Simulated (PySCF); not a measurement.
H2O3S, SMILES O=[SH](=O)O. Atoms are numbered in the order given.

```xyz
6

O     -1.0935    -0.6938    -0.7500
S     -0.1904    -0.0114     0.1717
O     -0.0242     1.4477     0.2243
O      1.3128    -0.6805     0.0031
H     -0.4506    -0.4820     1.4525
H      1.9365     0.0778    -0.0186
```

Geometry optimised at PBE-D3(BJ)/def2-SVP. The values are those of a single conformer.

Calculation: PBE/pcSseg-2 (PySCF).

GIAO shieldings, no solvent; atoms listed in one row are averaged. δ = σ(ref) − σ: ¹⁷O against H2O (σ = 327.5 ppm); ³³S against H2S (σ = 705.0 ppm); ¹H against TMS (σ = 31.47 ppm), references at their B3LYP-D3(BJ)/def2-TZVP geometries, non-relativistic.

| nucleus | atoms | count | δ (ppm) |
|---|---|---|---|
| ¹⁷O | O1 | 1 | 295.2 |
| ¹⁷O | O3 | 1 | 291.3 |
| ¹⁷O | O4 | 1 | 255.6 |
| ³³S | S2 | 1 | 542.5 |
| ¹H | H5 | 1 | 12.19 |
| ¹H | H6 | 1 | 5.74 |
